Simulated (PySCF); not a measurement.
Cl4Zr, charge -1, doublet, geometry from GFN2-xTB (such geometries of metal compounds can be far from the true shape) (the multiplicity is a formal guess) (core potentials on Zr); PySCF with DF-M062X/def2-SVP.

Here is a job for PySCF.
```python
from pyscf import gto, scf, dft

mol = gto.Mole()
mol.atom = '''
    Zr    0.00000000    0.00000000    0.00000000
    Cl    1.86352882   -0.58540177   -1.27374508
    Cl    0.66962024    0.48253642    2.18096969
    Cl   -1.02067932    1.87758363   -0.93314247
    Cl   -1.51246974   -1.77471829    0.02591786
'''
mol.basis = 'def2-svp'
mol.ecp = {'Zr': 'def2-svp'}
mol.charge = -1
mol.spin = 1
mol.verbose = 4
mol.build()

mf = dft.UKS(mol)
mf.xc = 'm062x'
mf.DIIS = scf.EDIIS
mf = mf.density_fit(auxbasis='def2-universal-jkfit')
mf.kernel()
mf.analyze()
```

Question: Predict the main parts of the log of this PySCF run.

Answer: 
```
PySCF version 2.14.0

[INPUT] verbose = 4
[INPUT] num. atoms = 5
[INPUT] num. electrons = 81
[INPUT] charge = -1
[INPUT] spin (= nelec alpha-beta = 2S) = 1
[INPUT] symmetry False subgroup None
[INPUT] Mole.unit = angstrom
[INPUT] Symbol           X                Y                Z      unit          X                Y                Z       unit  Magmom
[...]
nuclear repulsion = 426.136605820399
number of shells = 43
number of NR pGTOs = 201
number of NR cGTOs = 103
basis = def2-svp
ecp = {'Zr': 'def2-svp'}

******** <class 'pyscf.df.df_jk.DFUKS'> ********
method = DFUKS
initial guess = minao
damping factor = 0
level_shift factor = 0
DIIS = <class 'pyscf.scf.diis.EDIIS'>
diis_start_cycle = 1
diis_space = 8
diis_damp = 0
SCF conv_tol = 1e-09
SCF conv_tol_grad = None
SCF max_cycles = 50
direct_scf = False
number electrons alpha = 41  beta = 40
XC library pyscf.dft.libxc version 7.1.2
    S. Lehtola, C. Steigemann, M. J. T. Oliveira, and M. A. L. Marques,  SoftwareX 7, 1–5 (2018)
XC functionals = m062x
    Y. Zhao and D. G. Truhlar,  Theor. Chem. Acc. 120, 215 (2008)
    Y. Zhao and D. G. Truhlar,  Theor. Chem. Acc. 120, 215 (2008)
radial grids:
    Treutler-Ahlrichs [JCP 102, 346 (1995); DOI:10.1063/1.469408] (M4) radial grids

becke partition: Becke, JCP 88, 2547 (1988); DOI:10.1063/1.454033
pruning grids: <function nwchem_prune>
grids dens level: 3
symmetrized grids: False
atomic radii adjust function: <function treutler_atomic_radii_adjust>
small_rho_cutoff = 0
Set gradient conv threshold to 3.16228e-05
tot grids = 97912
******** <class 'pyscf.df.df.DF'> ********
auxbasis = def2-universal-jkfit
init E= -1881.39869618116

cycle= 1 E= -1887.10095266289  delta_E= -5.7  |g|= 0.819  |ddm|= 2.99

cycle= 2 E= -1886.83440041234  delta_E= 0.267  |g|= 0.937  |ddm|= 7.13
cycle= 3 E= -1887.47031672089  delta_E= -0.636  |g|= 0.194  |ddm|= 6.95
cycle= 4 E= -1887.47031672011  delta_E= 7.86e-10  |g|= 0.194  |ddm|= 4.11e-09
cycle= 5 E= -1887.47031672059  delta_E= -4.8e-10  |g|= 0.194  |ddm|= 2.49e-09
cycle= 6 E= -1887.4703165387  delta_E= 1.82e-07  |g|= 0.194  |ddm|= 9.57e-07
cycle= 7 E= -1887.4703167202  delta_E= -1.81e-07  |g|= 0.194  |ddm|= 9.55e-07
cycle= 8 E= -1887.4703167217  delta_E= -1.5e-09  |g|= 0.194  |ddm|= 7.91e-09
cycle= 9 E= -1887.47031671474  delta_E= 6.96e-09  |g|= 0.194  |ddm|= 3.66e-08
cycle= 10 E= -1887.41619041192  delta_E= 0.0541  |g|= 0.357  |ddm|= 0.245
cycle= 11 E= -1887.46322168429  delta_E= -0.047  |g|= 0.23  |ddm|= 0.739
cycle= 12 E= -1887.49424497103  delta_E= -0.031  |g|= 0.0459  |ddm|= 0.246
cycle= 13 E= -1887.4942449706  delta_E= 4.3e-10  |g|= 0.0459  |ddm|= 1.07e-08
cycle= 14 E= -1887.49424497022  delta_E= 3.8e-10  |g|= 0.0459  |ddm|= 8.96e-09
cycle= 15 E= -1887.49424498313  delta_E= -1.29e-08  |g|= 0.0459  |ddm|= 3.14e-07
cycle= 16 E= -1887.49424499177  delta_E= -8.64e-09  |g|= 0.0459  |ddm|= 2.1e-07
cycle= 17 E= -1887.49424497053  delta_E= 2.12e-08  |g|= 0.0459  |ddm|= 5.16e-07
cycle= 18 E= -1887.4942449754  delta_E= -4.87e-09  |g|= 0.0459  |ddm|= 1.18e-07
cycle= 19 E= -1887.49048732591  delta_E= 0.00376  |g|= 0.0914  |ddm|= 0.185
cycle= 20 E= -1887.49538939025  delta_E= -0.0049  |g|= 0.0178  |ddm|= 0.135
cycle= 21 E= -1887.49538938763  delta_E= 2.62e-09  |g|= 0.0178  |ddm|= 1.63e-07
cycle= 22 E= -1887.4953893897  delta_E= -2.07e-09  |g|= 0.0178  |ddm|= 1.3e-07
cycle= 23 E= -1887.49538938972  delta_E= -1.18e-11  |g|= 0.0178  |ddm|= 2.37e-09
cycle= 24 E= -1887.49538939008  delta_E= -3.63e-10  |g|= 0.0178  |ddm|= 2.26e-08
cycle= 25 E= -1887.49538939066  delta_E= -5.82e-10  |g|= 0.0178  |ddm|= 3.46e-08
cycle= 26 E= -1887.4953893906  delta_E= 5.82e-11  |g|= 0.0178  |ddm|= 3.64e-09
cycle= 27 E= -1887.4951989537  delta_E= 0.00019  |g|= 0.0248  |ddm|= 0.0132
cycle= 28 E= -1887.49530431365  delta_E= -0.000105  |g|= 0.0213  |ddm|= 0.0583
cycle= 29 E= -1887.49557433534  delta_E= -0.00027  |g|= 0.00162  |ddm|= 0.0249
cycle= 30 E= -1887.49557433528  delta_E= 6.14e-11  |g|= 0.00162  |ddm|= 4.67e-08
[...]
SCF not converged.
Total Energy =                       -1887.495576131897224
[...]
                             alpha | beta                alpha | beta
[...]
spin_pop of  0 Zr 4s        0.00018
spin_pop of  0 Zr 5s        0.00521
spin_pop of  0 Zr 6s        0.00116
spin_pop of  0 Zr 7s        0.00026
spin_pop of  0 Zr 8s       -0.00017
spin_pop of  0 Zr 4px       0.00036
spin_pop of  0 Zr 4py      -0.00358
spin_pop of  0 Zr 4pz      -0.00133
spin_pop of  0 Zr 5px      -0.00016
spin_pop of  0 Zr 5py       0.00165
spin_pop of  0 Zr 5pz       0.00065
spin_pop of  0 Zr 6px      -0.00020
spin_pop of  0 Zr 6py       0.00008
spin_pop of  0 Zr 6pz       0.00040
spin_pop of  0 Zr 4dxy      0.11028
spin_pop of  0 Zr 4dyz      0.18491
spin_pop of  0 Zr 4dz^2     0.26562
spin_pop of  0 Zr 4dxz      0.21140
spin_pop of  0 Zr 4dx2-y2    0.03673
spin_pop of  0 Zr 5dxy      0.02030
spin_pop of  0 Zr 5dyz      0.03334
spin_pop of  0 Zr 5dz^2     0.05001
spin_pop of  0 Zr 5dxz      0.04028
spin_pop of  0 Zr 5dx2-y2   -0.00021
spin_pop of  0 Zr 4f-3     -0.00000
spin_pop of  0 Zr 4f-2      0.00008
spin_pop of  0 Zr 4f-1      0.00011
spin_pop of  0 Zr 4f+0      0.00012
spin_pop of  0 Zr 4f+1      0.00004
spin_pop of  0 Zr 4f+2      0.00015
spin_pop of  0 Zr 4f+3      0.00009
spin_pop of  1 Cl 1s       -0.00000
spin_pop of  1 Cl 2s       -0.00000
spin_pop of  1 Cl 3s        0.00005
spin_pop of  1 Cl 4s        0.00007
spin_pop of  1 Cl 2px      -0.00000
spin_pop of  1 Cl 2py      -0.00000
spin_pop of  1 Cl 2pz       0.00000
spin_pop of  1 Cl 3px      -0.00239
spin_pop of  1 Cl 3py      -0.00058
spin_pop of  1 Cl 3pz       0.00477
spin_pop of  1 Cl 4px       0.00124
spin_pop of  1 Cl 4py       0.00014
spin_pop of  1 Cl 4pz       0.00309
spin_pop of  1 Cl 3dxy      0.00068
spin_pop of  1 Cl 3dyz      0.00027
spin_pop of  1 Cl 3dz^2     0.00245
spin_pop of  1 Cl 3dxz      0.00027
spin_pop of  1 Cl 3dx2-y2    0.00007
spin_pop of  2 Cl 1s       -0.00000
spin_pop of  2 Cl 2s       -0.00000
spin_pop of  2 Cl 3s       -0.00001
spin_pop of  2 Cl 4s       -0.00000
spin_pop of  2 Cl 2px       0.00000
spin_pop of  2 Cl 2py      -0.00000
spin_pop of  2 Cl 2pz      -0.00000
spin_pop of  2 Cl 3px       0.00672
spin_pop of  2 Cl 3py      -0.00177
spin_pop of  2 Cl 3pz      -0.00525
spin_pop of  2 Cl 4px       0.00495
spin_pop of  2 Cl 4py       0.00085
spin_pop of  2 Cl 4pz       0.00079
spin_pop of  2 Cl 3dxy      0.00069
spin_pop of  2 Cl 3dyz      0.00010
spin_pop of  2 Cl 3dz^2     0.00120
spin_pop of  2 Cl 3dxz      0.00226
spin_pop of  2 Cl 3dx2-y2   -0.00000
spin_pop of  3 Cl 1s       -0.00000
spin_pop of  3 Cl 2s       -0.00000
spin_pop of  3 Cl 3s        0.00016
spin_pop of  3 Cl 4s        0.00019
spin_pop of  3 Cl 2px       0.00000
spin_pop of  3 Cl 2py      -0.00000
spin_pop of  3 Cl 2pz      -0.00000
spin_pop of  3 Cl 3px       0.00791
spin_pop of  3 Cl 3py      -0.00486
spin_pop of  3 Cl 3pz      -0.00048
spin_pop of  3 Cl 4px       0.00301
spin_pop of  3 Cl 4py       0.00049
spin_pop of  3 Cl 4pz       0.00032
spin_pop of  3 Cl 3dxy      0.00185
spin_pop of  3 Cl 3dyz      0.00040
spin_pop of  3 Cl 3dz^2     0.00001
spin_pop of  3 Cl 3dxz     -0.00000
spin_pop of  3 Cl 3dx2-y2    0.00140
spin_pop of  4 Cl 1s       -0.00000
spin_pop of  4 Cl 2s       -0.00000
spin_pop of  4 Cl 3s        0.00037
spin_pop of  4 Cl 4s        0.00040
spin_pop of  4 Cl 2px      -0.00000
spin_pop of  4 Cl 2py      -0.00000
spin_pop of  4 Cl 2pz       0.00000
spin_pop of  4 Cl 3px      -0.00083
spin_pop of  4 Cl 3py      -0.00466
spin_pop of  4 Cl 3pz       0.00575
spin_pop of  4 Cl 4px       0.00126
spin_pop of  4 Cl 4py       0.00115
spin_pop of  4 Cl 4pz       0.00367
spin_pop of  4 Cl 3dxy      0.00017
spin_pop of  4 Cl 3dyz      0.00178
spin_pop of  4 Cl 3dz^2     0.00016
spin_pop of  4 Cl 3dxz      0.00072
spin_pop of  4 Cl 3dx2-y2    0.00124
In total            41.00000 | 40.00000

WARN: System has nonzero charge -1; the dipole moment is origin-dependent.
Location of origin: [0. 0. 0.]

Dipole moment(X, Y, Z, Debye): -0.00128,  0.00228, -0.00843
```

Convergence was not reached.
